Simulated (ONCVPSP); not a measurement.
# Cutoff test, V (Z = 23), ONCV

- Element: vanadium
- Generator: ONCVPSP 4.0.1
- Type: optimised norm-conserving Vanderbilt (ONCV)
- Functional: LDA (Perdew-Wang 92)
- Relativity: scalar-relativistic
- Frozen core: [Ne]
- Valence charge: 13
- Reference configuration: 3s2 3p6 3d3 4s1 (charge +1)
- Partial waves: 3s+4s: rc 1.80 bohr, ncon 4, nbas 8, qcut 7.1 1/bohr, 2 projectors; 3p: rc 1.50 bohr, ncon 4, nbas 8, qcut 11.5 1/bohr, 1 projector; 3d: rc 1.25 bohr, ncon 4, nbas 9, qcut 12.6 1/bohr, 1 projector
- Local potential: polynomial inside 0.80 bohr (lpopt 1, dvloc0 6 Ha)
- Core correction: Teter function, fcfact 3.25, rcfact 1.3

Q: For each optimised wave give the share of its norm inside rc, the residual kinetic energy above qcut (Ha) and the cutoffs (Ha) for errors of 10, 1, 0.1 and 0.01 mHa per electron.

A:

| wave | norm inside rc | residual KE | 10 mHa | 1 mHa | 0.1 mHa | 0.01 mHa |
| --- | --- | --- | --- | --- | --- | --- |
| 3s | 0.977 | 2.3e-07 | 6.4 | 8.9 | 16.8 | 20.6 |
| 4s | 0.099 | 1.2e-06 | 5.0 | 7.9 | 18.1 | 22.0 |
| 3p | 0.878 | 5.9e-09 | 18.6 | 24.9 | 30.7 | 36.0 |
| 3d | 0.528 | 7.5e-07 | 45.9 | 56.8 | 65.5 | 72.2 |

The occupied waves need 57 Ha and 66 Ha for 1 and 0.1 mHa.
